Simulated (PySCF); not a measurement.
Al(Cl)2(OH), SMILES [OH][Al]([Cl])[Cl] (HAlCl2O), B3LYP/def2-SVP optimised geometry.

```
5

Al    -0.38    -0.20     0.00
Cl    -1.38    -2.04     0.00
Cl     1.71    -0.20     0.00
O     -1.23     1.22     0.00
H     -1.71     2.04     0.00
```

Density from B3LYP/def2-TZVP (PySCF) at that geometry.

Minimum of the electron density along straight lines between bonded atoms, close to the bond critical point (lines longer than 1.1 times the sum of covalent radii, or with two minima, are not listed):

```json
[
 {"bond": "Al1–Cl2", "length / Å": "2.093", "ρ at the minimum / e bohr⁻³": "0.077", "∇²ρ there / e bohr⁻⁵": "0.29", "position (fraction from the first atom)": "0.38"},
 {"bond": "Al1–Cl3", "length / Å": "2.093", "ρ at the minimum / e bohr⁻³": "0.077", "∇²ρ there / e bohr⁻⁵": "0.29", "position (fraction from the first atom)": "0.38"},
 {"bond": "Al1–O4", "length / Å": "1.650", "ρ at the minimum / e bohr⁻³": "…", "∇²ρ there / e bohr⁻⁵": "…", "position (fraction from the first atom)": "0.44"},
 {"bond": "O4–H5", "length / Å": "0.950", "ρ at the minimum / e bohr⁻³": "0.359", "∇²ρ there / e bohr⁻⁵": "…", "position (fraction from the first atom)": "0.82"}
]
```

What belongs in the gaps?


- Al1–O4, ρ at the minimum / e bohr⁻³: 0.114
- Al1–O4, ∇²ρ there / e bohr⁻⁵: 0.94
- O4–H5, ∇²ρ there / e bohr⁻⁵: -2.55
